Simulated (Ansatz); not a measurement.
Ansatz (a program for electronic structure) input (CCSD(T)/def2-SVPD):

Ansatz 0.2 input:
```yaml
crystal:
  periodic: [false, false, false]
  atoms:
    - {symbol: In, position_ang: [0.67351090, 0.03819851, -0.08033283]}
    - {symbol: Cl, position_ang: [-1.21404545, 1.40627265, -1.23000735]}
    - {symbol: Cl, position_ang: [-0.72725068, -1.51637424, 1.46155493]}
basis:
  gaussian:
    orbitals: def2-SVPD
total_charge: -1
magnetization: {spin_polarized: false}
correlation: {method: ccsd_t, electrons: outside_noble_gas}
output: {forces: true}
```

End of the output:

```
cycle   3  -10.27953732 eV  change   -4.4e-2 eV  update   1.2e-2
cycle   4  -10.27571332 eV  change    3.8e-3 eV  update   3.1e-3
cycle   5  -10.27414420 eV  change    1.6e-3 eV  update   1.1e-3
cycle   6  -10.27411262 eV  change    3.2e-5 eV  update   4.0e-4
cycle   7  -10.27416156 eV  change   -4.9e-5 eV  update   1.4e-4
cycle   8  -10.27418473 eV  change   -2.3e-5 eV  update   5.3e-5
cycle   9  -10.27418768 eV  change   -3.0e-6 eV  update   1.7e-5
cycle  10  -10.27418317 eV  change    4.5e-6 eV  update   5.7e-6
perturbative correction -0.29565668 eV, -0.0108651824 hartree
the calculation of the forces begins
Total energy: -30164.32022470 eV, -1108.5183221471 hartree
Atom 0 at     0.673511     0.038199    -0.080333 Å, force     0.288119     0.016341    -0.034365 eV/Å
Atom 1 at    -1.214045     1.406273    -1.230007 Å, force    -0.161062     0.093910    -0.076827 eV/Å
Atom 2 at    -0.727251    -1.516374     1.461555 Å, force    -0.127057    -0.110251     0.111192 eV/Å
Dipole moment:     0.820875     0.046556    -0.097910 e Å
```
